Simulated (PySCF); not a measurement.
OSi, charge +1, doublet, geometry from GFN2-xTB (a state made from the parent by changing its charge; the spin is typed, not shown lowest). Base run: R2SCAN/cc-pVTZ in PySCF.

Here is a job for PySCF.
```python
from pyscf import gto, scf, dft

mol = gto.Mole()
mol.atom = '''
    Si   -0.00000000   -0.00000000   -0.54024550
    O     0.00000000    0.00000000    0.94542963
'''
mol.basis = 'cc-pvtz'
mol.charge = 1
mol.spin = 1
mol.verbose = 4
mol.build()

mf = dft.UKS(mol)
mf.xc = 'r2scan'
mf.kernel()
mf.analyze()
```

Variants of this job, named by their change:

```json
[
 {"change": "base", "ΔE vs base (mEh)": "0.000", "fitting functions": "-"},
 {"change": "auxbasis = even-tempered beta=1.6", "ΔE vs base (mEh)": "-0.001", "fitting functions": "508"},
 {"change": "auxbasis = def2-universal-jkfit", "ΔE vs base (mEh)": "-0.032", "fitting functions": "205"},
 {"change": "auxbasis = def2-svp-ri", "ΔE vs base (mEh)": "-455.1", "fitting functions": "110"},
 {"change": "auxbasis = default (with mf = mf.density_fit())", "ΔE vs base (mEh)": "-0.012", "fitting functions": "200"},
 {"change": "auxbasis = cc-pvtz-jkfit", "ΔE vs base (mEh)": "-0.012", "fitting functions": "200"},
 {"change": "auxbasis = autoaux", "ΔE vs base (mEh)": "-0.003", "fitting functions": "393"},
 {"change": "auxbasis = cc-pvtz-ri", "ΔE vs base (mEh)": "-13.515", "fitting functions": "203"},
 {"change": "auxbasis = def2-universal-jfit", "ΔE vs base (mEh)": "-0.093", "fitting functions": "100"},
 {"change": "auxbasis = def2-tzvp-ri", "ΔE vs base (mEh)": "-18.698", "fitting functions": "189"}
]
```

A fitting set is made for a task (jfit for Coulomb, jkfit for Coulomb and exchange, ri for correlation) and for a family of orbital bases.

Open shells are given as the SCF converged; they aren't shown to be the lowest states, and a large step between rows can be another state.
